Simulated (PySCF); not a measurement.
SMILES B[SiH2][SiH2]OC, GFN2-xTB optimised geometry.

```
14

B      2.30    -1.47     0.00
Si     0.37    -1.47     0.00
Si    -0.27     0.76     0.00
O     -1.69     0.68     0.79
C     -2.57     1.71     1.09
H      2.93    -1.54     0.98
H      2.90    -1.33    -0.99
H     -0.29    -2.19     1.11
H     -0.25    -2.10    -1.18
H     -0.47     1.39    -1.32
H      0.62     1.71     0.69
H     -2.09     2.47     1.71
H     -2.93     2.19     0.17
H     -3.42     1.29     1.63
```

Density from PySCF 2.14.0 with B3LYP/def2-TZVP at that geometry.

Minimum of the electron density along straight lines between bonded atoms, close to the bond critical point (lines longer than 1.1 times the sum of covalent radii, or with two minima, are not listed):

| bond | length / Å | ρ at the minimum / e bohr⁻³ | ∇²ρ there / e bohr⁻⁵ | position (fraction from the first atom) |
|---|---|---|---|---|
| B1–Si2 | 1.936 | 0.122 | 0.01 | 0.61 |
| Si2–Si3 | 2.317 | 0.097 | -0.18 | 0.40 |
| Si3–O4 | 1.623 | 0.143 | 0.92 | 0.41 |
| O4–C5 | 1.394 | 0.264 | -0.52 | 0.65 |
| B1–H6 | 1.171 | 0.193 | -0.37 | 0.44 |
| B1–H7 | 1.171 | 0.193 | -0.37 | 0.44 |
| Si2–H8 | 1.476 | 0.121 | 0.17 | 0.49 |
| Si2–H9 | 1.479 | 0.119 | 0.18 | 0.49 |
| Si3–H10 | 1.473 | 0.124 | 0.16 | 0.49 |
| Si3–H11 | 1.476 | 0.123 | 0.16 | 0.49 |
| C5–H12 | 1.093 | 0.285 | -1.01 | 0.64 |
| C5–H13 | 1.093 | 0.285 | -1.01 | 0.64 |
| C5–H14 | 1.091 | 0.288 | -1.03 | 0.65 |
